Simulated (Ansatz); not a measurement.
C₂H₅BN₂O (`N#CCB(N)O`) at its PBE0-D4/def2-TZVP geometry, where that method's forces vanish. Total charge 0; spin multiplicity 1.

```tsv
atom	x (Å)	y (Å)	z (Å)
N1	1.519	-2.348	-0.395
C2	0.839	-1.469	-0.697
C3	-0.012	-0.341	-0.998
B4	-0.322	0.570	0.284
N5	0.205	0.251	1.532
O6	-1.117	1.681	0.162
H7	0.467	0.266	-1.774
H8	-0.951	-0.710	-1.424
H9	0.024	0.807	2.350
H10	0.793	-0.549	1.685
H11	-1.445	1.840	-0.723
```

Q: For each bond, give half the difference of the two atoms' forces along it (eV/Å; positive pushes the atoms apart) under PBE-D4, r2SCAN-D4, B3LYP-D4, ωB97M-V in def2-TZVPP. (An estimate is asked.)

A: Computed: 
| bond | length (Å) | PBE-D4 | r2SCAN-D4 | B3LYP-D4 | ωB97M-V |
| --- | --- | --- | --- | --- | --- |
| N1–C2 | 1.151 | 1.51 | 0.59 | -0.05 | -0.40 |
| C2–C3 | 1.445 | -0.75 | -0.31 | 0.14 | 0.47 |
| C3–B4 | 1.603 | -0.16 | -0.03 | 0.00 | -0.08 |
| C3–H7 | 1.096 | 0.15 | 0.00 | -0.07 | -0.14 |
| C3–H8 | 1.096 | 0.15 | 0.00 | -0.07 | -0.14 |
| B4–N5 | 1.392 | 0.06 | 0.06 | 0.03 | 0.08 |
| B4–O6 | 1.371 | 0.25 | 0.11 | 0.10 | 0.15 |
| N5–H9 | 1.005 | 0.17 | -0.01 | -0.01 | -0.04 |
| N5–H10 | 1.005 | 0.17 | -0.03 | -0.04 | -0.06 |
| O6–H11 | 0.957 | 0.36 | 0.00 | -0.02 | -0.08 |

B3LYP here is the variant with VWN-RPA as its local correlation; programs differ in this.
